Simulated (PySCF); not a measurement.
C3H4BF3, SMILES C/C(F)=C\B(F)F. Atoms are numbered in the order given.

```xyz
11

C     -1.2727    -1.5638     0.0000
C      0.1766    -1.2220     0.0000
F      0.9461    -2.3298     0.0000
C      0.7852    -0.0101     0.0000
B      0.0844     1.3581     0.0000
F      0.8008     2.4864     0.0000
F     -1.2493     1.5150     0.0000
H     -1.5101    -2.1828    -0.8904
H     -1.5101    -2.1828     0.8904
H     -1.9024    -0.6591     0.0000
H      1.8873    -0.0349     0.0000
```

Geometry: PBE-D3(BJ)/def2-SVP. The structure was generated by enumeration; whether it is a known compound was not checked. The values are those of a single conformer.

Method: PBE/def2-TZVP in PySCF.

Atomic charges (e):

```json
[
 {"atom": "C1", "Mulliken": "-0.36", "meta-Löwdin": "…"},
 {"atom": "C2", "Mulliken": "0.26", "meta-Löwdin": "…"},
 {"atom": "F3", "Mulliken": "-0.14", "meta-Löwdin": "-0.24"},
 {"atom": "C4", "Mulliken": "-0.30", "meta-Löwdin": "-0.33"},
 {"atom": "B5", "Mulliken": "0.43", "meta-Löwdin": "…"},
 {"atom": "F6", "Mulliken": "-0.21", "meta-Löwdin": "-0.27"},
 {"atom": "F7", "Mulliken": "-0.24", "meta-Löwdin": "-0.28"},
 {"atom": "H8", "Mulliken": "0.14", "meta-Löwdin": "…"},
 {"atom": "H9", "Mulliken": "0.14", "meta-Löwdin": "…"},
 {"atom": "H10", "Mulliken": "0.16", "meta-Löwdin": "…"},
 {"atom": "H11", "Mulliken": "0.12", "meta-Löwdin": "0.15"}
]
```

**Question.** Fill in the missing entries. (Estimate from the structure and the level; the computed values follow.)

**Answer.** 
- C1, meta-Löwdin: -0.37
- C2, meta-Löwdin: 0.35
- B5, meta-Löwdin: 0.56
- H8, meta-Löwdin: 0.14
- H9, meta-Löwdin: 0.14
- H10, meta-Löwdin: 0.15

Computed Mayer and Wiberg (Löwdin basis) orders of the bonds:
```csv
bond,Mayer,Wiberg
C1–C2,1.02,1.29
C2–F3,1.08,1.72
C2–C4,1.70,1.83
C4–B5,1.09,1.28
B5–F6,1.22,2.08
B5–F7,1.18,2.04
C1–H8,0.94,0.87
C1–H9,0.94,0.87
C1–H10,0.94,0.87
C4–H11,0.94,0.78
```
